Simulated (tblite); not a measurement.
A tight-binding relaxation on `[GeH2]([S][SiH3])[S][SiH2]C`.

Computed with GFN2-xTB geometry optimisation, gas phase (tblite 0.8.0). Start geometry: from a force field or distance geometry. The input is one job of a driver script: a line of settings, then coordinates in Å.

Command:
```bash
OMP_NUM_THREADS=1 python probes_run.py task.json out
```

Input:
```
{"job": {"kind": "relax", "xc": "GFN2-xTB", "basis": "xTB"}, "charge": 0, "multiplicity": 1}
C      3.072500     1.094000     0.245900
Si     1.690000    -0.114500    -0.121600
S      0.123000     0.148600     1.318900
Ge    -1.082300    -1.515600     0.463700
S     -1.759300    -1.044200    -1.584200
Si    -3.017700     0.565400    -0.922600
H      2.669100     2.133800     0.168400
H      3.888200     0.964000    -0.485200
H      3.458800     0.919400     1.271800
H      1.179600     0.116400    -1.465500
H      2.219600    -1.489700    -0.014800
H     -2.320500    -1.779100     1.375800
H     -0.221900    -2.807800     0.451700
H     -3.980600     0.060200     0.058500
H     -3.736300     1.141400    -2.067600
H     -2.189800     1.616600    -0.292000
```

Output:
```
step      E/eV     max force
  0    -523.10000    1.023
  1    -523.15570    0.493
  2    -523.18773    0.345
  3    -523.19696    0.314
  4    -523.21474    0.264
  5    -523.22223    0.323
  6    -523.22969    0.217
  7    -523.23395    0.212
  8    -523.23910    0.241
  9    -523.24347    0.163
... (81 lines left out)
 91    -523.29729    0.027
 92    -523.29743    0.028
 93    -523.29757    0.030
 94    -523.29767    0.029
 95    -523.29774    0.021
 96    -523.29780    0.014
 97    -523.29786    0.014
 98    -523.29796    0.015
 99    -523.29802    0.013
100    -523.29804    0.008
```

«max force» is the largest atomic force in eV/Å.

Problem. From which step on does the largest force stay under 0.1 eV/Å, and how much energy is left to gain from there?

Solution. From step 24 (0.093 eV/Å), 11.5 meV above the end.

Summary of the converged run: energy lowered by 4.6 kcal/mol over 100 steps; largest atomic force 0.008 eV/Å at the end.

Problem. Where do the atoms end?

Solution. 0.296 Å rms from the input after alignment:
```
atom  x, y, z in Å
C1     3.0514    1.1317    0.3351
Si2    1.7118   -0.0632   -0.2517
S3     0.2378   -0.0768    1.3401
Ge4   -1.1168   -1.6501    0.5949
S5    -1.9964   -1.2409   -1.3943
Si6   -2.9872    0.6321   -0.9970
H7     2.6477    2.1247    0.5099
H8     3.8369    1.2142   -0.4086
H9     3.5033    0.7951    1.2637
H10    1.0374    0.4008   -1.4644
H11    2.2011   -1.4337   -0.4045
H12   -2.1973   -1.7869    1.6542
H13   -0.4051   -2.9836    0.4486
H14   -3.8753    0.4429    0.1453
H15   -3.6918    0.8654   -2.2456
H16   -1.9652    1.6372   -0.7247
```

Time: 1.4 s. Hardware: one thread of an AMD EPYC 7R43, no GPU (shared host).
Labels such as C1 count atoms from 1, the log's own numbers from 0.
